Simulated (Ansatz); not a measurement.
Ansatz (a first-principles code) input (CCSD(T)/cc-pwCVTZ):
A basis named .json is the Basis Set Exchange file of that set.

Ansatz 0.2 input:
```yaml
crystal:
  periodic: [false, false, false]
  atoms:
    - {symbol: O, position_ang: [1.17069624, -0.14424860, 1.15529483]}
    - {symbol: B, position_ang: [0.16098497, -0.12738244, 0.32510013]}
    - {symbol: O, position_ang: [-1.06002739, -0.95686472, 0.63481550]}
    - {symbol: Cl, position_ang: [0.00385979, 0.73885700, -1.13896650]}
    - {symbol: H, position_ang: [1.24800626, -0.63776891, 1.97969092]}
    - {symbol: H, position_ang: [-1.81868823, -0.95079670, 0.02124563]}
    - {symbol: H, position_ang: [-1.18521012, -1.52618468, 1.41511060]}
basis:
  gaussian:
    orbitals: cc-pwCVTZ.json
total_charge: 1
magnetization: {spin_polarized: false}
correlation: {method: ccsd_t, electrons: outside_noble_gas}
```

Output:

```
Functional definition: HF
integrals: 1.21 GiB planned
1373 factors; integrals over basis functions are off by at most 1.1e-3 eV
1.42 GiB of device memory are held for the factors and their scratch space
mean field: 0.97 GiB planned
mean field evaluation 1: about -17289.9615 eV, gradient 5.8e1 eV
mean field evaluation 2: about -17290.2770 eV, gradient 5.8e1 eV
mean field evaluation 4: about -17295.6458 eV, gradient 3.2e0 eV
mean field evaluation 8: about -17295.7011 eV, gradient 2.9e-1 eV
mean field evaluation 16: about -17289.9601 eV, gradient 5.8e1 eV
mean field -17295.70138048 eV, -635.6053022853 hartree, gradient 3.4e-6 eV, S^2 0.000000; 0 other end points of the search recorded, 0 dependent functions left out
8 core orbitals not correlated
reference -17295.70138048 eV, -635.6053022853 hartree; 12, 12 occupied and 210, 210 virtual orbitals, 1373 factors
second order -21.11955697 eV of doubles, -0.00000000 eV of singles
coupled cluster: 9.61 GiB planned
cycle   1  -21.20439956 eV  change   -8.5e-2 eV  update   8.5e-2
cycle   2  -21.63057302 eV  change   -4.3e-1 eV  update   2.4e-2
cycle   3  -21.72407249 eV  change   -9.3e-2 eV  update   1.3e-2
cycle   4  -21.70948853 eV  change    1.5e-2 eV  update   3.0e-3
cycle   5  -21.70888119 eV  change    6.1e-4 eV  update   1.4e-3
cycle   6  -21.70926936 eV  change   -3.9e-4 eV  update   3.7e-4
cycle   7  -21.70899935 eV  change    2.7e-4 eV  update   1.3e-4
cycle   8  -21.70895439 eV  change    4.5e-5 eV  update   3.9e-5
cycle   9  -21.70897128 eV  change   -1.7e-5 eV  update   1.4e-5
perturbative correction -0.83690083 eV, -0.0307555382 hartree
Total energy: -17318.24725259 eV, -636.4338478031 hartree
```

It need not be the lowest isomer of its formula.
